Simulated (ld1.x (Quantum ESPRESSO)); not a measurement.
O: one change to an ultrasoft potential, before and after

* Element: oxygen (O)
* Generator: ld1.x (Quantum ESPRESSO) 7.5
* Type: ultrasoft
* Functional: LDA (PZ)
* Relativity: scalar-relativistic
* Frozen core: [He]
* Valence charge: 6
* Reference configuration: 2s2 2p4
* Partial waves: 2s (bound): rcut 0.60, rcutus 0.75 bohr; 2s channel at -1.35 Ry: rcut 0.60, rcutus 0.75 bohr; 2p (bound): rcut 0.95, rcutus 1.20 bohr; 2p channel at -0.25 Ry: rcut 0.95, rcutus 1.20 bohr; 3d channel at 0.05 Ry: rcut 1.05, rcutus 1.25 bohr
* Local potential: all-electron potential smoothed inside 0.85 bohr (lloc = -1)
* Core correction: a·sin(br)/r model core, default radius (core density twice the valence density)
* Augmentation charge: PSQ, radius 0.45 bohr

Change: local potential all-electron potential smoothed inside 1.00 bohr (lloc = -1).

Cutoffs: the cutoffs (Ry, on a coarse ladder) from which the occupation-weighted sum of valence levels, in a spherical-Bessel basis at the reference potential, stays within 10 and 1 mRy of its value at 400 Ry; they do not see the model core or the augmentation charge, which bear on the density cutoff. Errors are all-electron minus pseudo energies relative to the spin-unpolarised reference configuration.

Problem. What does the change do?

Solution. The potential gets neither clearly harder nor softer (55 Ry and 100 Ry → 55 Ry and 100 Ry); of the 9 tests that both files solve, the error grows in 2 and shrinks in 0 by more than 15 % and 0.3 meV (median size 7.7 → 11.8 meV); neither file shows a bound ghost.

```csv
quantity,base,changed
"cutoff, loose",55 Ry,55 Ry
"cutoff, tight",100 Ry,100 Ry
loose cutoff by channel (10 mRy a level),"s 45 Ry, p 45 Ry","s 45 Ry, p 40 Ry"
bound ghosts,none,none
"error for 2s2 2p3, meV [ΔE 16.58 eV]",-0.6,-0.7
"error for 2s2 2p2, meV [ΔE 50.29 eV]",-3.5,-4.9
"error for 2s2 2p1, meV [ΔE 104.26 eV]",-7.7,-12
"error for 2s1 2p4, meV [ΔE 31.42 eV]",+12,+12
"error for 2s1 2p5, meV [ΔE 14.58 eV]",+14,+15
"error for 2s2 2p0, meV [ΔE 181.21 eV]",+15,+17
"error for 2s2 2p3.5, meV [ΔE 6.37 eV]",-0.2,-0.3
"error for 2s2 2p4 (spin-polarised), meV [ΔE -1.41 eV]",+4.9,+4.9
"error for 2s2 2p3 (spin-polarised), meV [ΔE 12.57 eV]",+14,+14
s: phases at 1.35 bohr within 0.05 rad from the reference energy up to (Ry; the scan ends near 5),to the end of the scan,to the end of the scan
p: phases at 1.35 bohr within 0.05 rad from the reference energy up to (Ry; the scan ends near 5),to the end of the scan,to the end of the scan
d: phases at 1.35 bohr within 0.05 rad from the reference energy up to (Ry; the scan ends near 5),4.9,to the end of the scan
lowest overlap eigenvalue by channel,"s 0.55, p 0.94, d 0.27","s 0.55, p 0.96, d 0.76"
```
